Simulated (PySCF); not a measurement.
Start geometry of `[S@](C)(=O)CC#[N+][BH3-]` from GFN2-xTB (Å):
```
atom  x, y, z in Å
B1     2.8645   -0.4359    0.0435
N2     1.5546    0.2524   -0.1493
C3     0.5128    0.7616   -0.2974
C4    -0.7339    1.3132   -0.3821
S5    -1.8772    0.7000    1.0567
C6    -1.6356   -1.0795    0.7131
O7    -3.2132    1.0214    0.6203
H8     3.4852    0.2851    0.7768
H9     3.3340   -0.4922   -1.0231
H10    2.5715   -1.4801    0.5145
H11   -0.7654    2.3956   -0.2885
H12   -1.2760    1.0158   -1.2863
H13   -0.6128   -1.3218    0.8365
H14   -1.9833   -1.3071   -0.2844
H15   -2.2405   -1.6459    1.4302
```

Question: What comes out of this run: PBE0-D3(BJ)/def2-SVP geometry optimisation, gas phase (PySCF)?

Answer: 
```
atom  x, y, z in Å
B1     2.912   -0.574   -0.109
N2     1.598    0.192   -0.223
C3     0.589    0.745   -0.296
C4    -0.721    1.331   -0.288
S5    -1.786    0.775    1.163
C6    -1.754   -0.992    0.764
O7    -3.146    1.272    0.800
H8     3.637    0.091    0.615
H9     3.340   -0.687   -1.250
H10    2.605   -1.654    0.385
H11   -0.680    2.426   -0.196
H12   -1.299    1.068   -1.189
H13   -0.738   -1.398    0.872
H14   -2.150   -1.135   -0.251
H15   -2.426   -1.467    1.493
```

The energy falls by 7.8 kcal/mol over 7 energy and gradient evaluations, the largest force component goes from 0.0837 to 1.8e-04 Eh/bohr, and the atoms move by 0.094 Å rms after alignment. The bond that changes most is C3–C4 (ends: triply bonded carbon; sp3 carbon bound to sulfur), which lengthens by 0.069 Å. Bonds longer at the end by more than 0.005 Å: 10 of 14; shorter: 3. Among the angles that change most is C3–C4–H11, from 115.0° to 111.9°. Rotational constants go from 5539, 1061, 951.9 to 5542, 1021, 921.1 MHz. The orientation of the end geometry is arbitrary; only internal coordinates are fixed.

The run used 142 basis functions and 55 SCF cycles in all.

No frequency check. The numbers are those of one conformer.
